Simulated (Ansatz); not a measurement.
MnO3Br (MnBrO3). The state is a singlet with charge 0. Geometry PBE0-D4/def2-SVP; atoms count from 1.

Cartesian coordinates in Å:
```
Mn 0.0054 0.1304 0.1228
O 1.4055 0.7540 0.0638
O -1.0811 1.1485 -0.2451
O -0.2666 -0.5163 1.4867
Br -0.0632 -1.5166 -1.4281
```

The restricted singlet is unstable towards broken spin symmetry in Hartree–Fock (as tested in another run); at PBE0-D4/def2-TZVP this wasn't settled.

Q: Estimate the Mulliken populations from the PBE0/def2-TZVP orbitals of Ansatz.

A: 
| atom | charge (e) | d electrons |
| --- | --- | --- |
| Mn1 | 1.20 | 5.11 |
| O2 | -0.36 | – |
| O3 | -0.36 | – |
| O4 | -0.36 | – |
| Br5 | -0.11 | – |
Mulliken values and Mayer orders depend strongly on the basis.

Q: And the Mayer bond orders between bonded heavy atoms (over 0.3)?

A: Mn1–O2 1.78 (1.53 Å); Mn1–O3 1.78 (1.53 Å); Mn1–O4 1.78 (1.53 Å); Mn1–Br5 1.00 (2.26 Å).
